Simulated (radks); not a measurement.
Fe XVI, configuration [Ne] 3s1. Calculated with a radial shooting solver on a logarithmic mesh with Libxc functionals: scalar-relativistic Kohn-Sham, PBE, spin-polarised, spherical densities, finite nucleus; open shells are filled with parallel spins first; Fermi nuclear charge, rms radius 3.7377 fm.

Unscreened Slater integrals over Kohn-Sham orbitals (cm^-1). They are taken over the spin-up orbitals.

F0(3s,3s): 293080
F0(3s,2p): 384310
G1(3s,2p): 38689
F0(3s,2s): 376860
G0(3s,2s): 30653
F0(3s,1s): 435580
G0(3s,1s): 19735
F0(2p,2p): 865670
F2(2p,2p): 409060
F0(2p,2s): 797790
G1(2p,2s): 460080
F0(2p,1s): 1186100
G1(2p,1s): 202140
F0(2s,2s): 754030
F0(2s,1s): 1059500
G0(2s,1s): 97581
F0(1s,1s): 3534400
